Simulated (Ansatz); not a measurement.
Consider the atomization: `[GeH3][CH2]CBr` → Br• + 2 C• + Ge• + 7 H•.

Program: Ansatz. Geometries: PBE0-D4/def2-TZVP. ΔE: electronic, gas phase. CCSD(T)/CBS adds triple-zeta CCSD(T) − MP2 to the extrapolated MP2 energy (def2 sets, frozen cores). This one scheme is used for every species, atoms too. DFT in def2-TZVPP. Open shells (•) are unrestricted, without spin–orbit coupling. Spin–orbit coupling would lower the free atoms: a little for C; clearly for Br, Ge. For Br, Ge outer-core shells are correlated without core-valence functions, so the limit isn't a true one: a few kJ/mol of doubt a bond, and 10 to 20 or more in all where bonds break to atoms. Scalar relativity is left out up to krypton. One conformer a species, not always the lowest.

```csv
level,ΔE (eV)
r2SCAN-D4,37.37
PBE0-D4,37.27
B2PLYP,36.78
PBE,37.37
r2SCAN,37.31
CCSD/def2-TZVPP,36.18
SCS-MP2/def2-QZVPP,37.26
CCSD/CBS(def2),36.95
```

Q: What does CCSD(T)/CBS give? (An estimate is asked.)

A: Ansatz gave: +37.42 eV. The listed levels differ from it by -0.05, -0.15, -0.64, -0.05, -0.11, -1.24, -0.16, -0.47 eV.

Largest T1 diagnostic among the species: 0.010.

From PBE to PBE0 (25 % exact exchange), in def2-TZVPP and without D4, ΔE moves by −0.29 eV: exact exchange takes away binding that semilocal exchange gives to molecules. The D4 term adds +0.38 eV with B3LYP and +0.20 eV with PBE0; it sums over pairs of atoms, weighted by their polarisabilities, and B3LYP, whose exchange is more repulsive, gets the larger term. In def2-TZVPP, CCSD(T) changes the Hartree–Fock value by +9.01 eV (the triples alone add +0.47 eV) and MP2 by +9.14 eV; breaking electron pairs costs correlation energy, which Hartree–Fock lacks.

B3LYP here is the variant with VWN-RPA as its local correlation; programs differ in this.

For atomizations the MP2-based limit and the directly extrapolated one differ by several kJ/mol either way, and by 10 to 25 for some Ge, Se and Sn compounds, so smaller differences from it don't rank the levels.
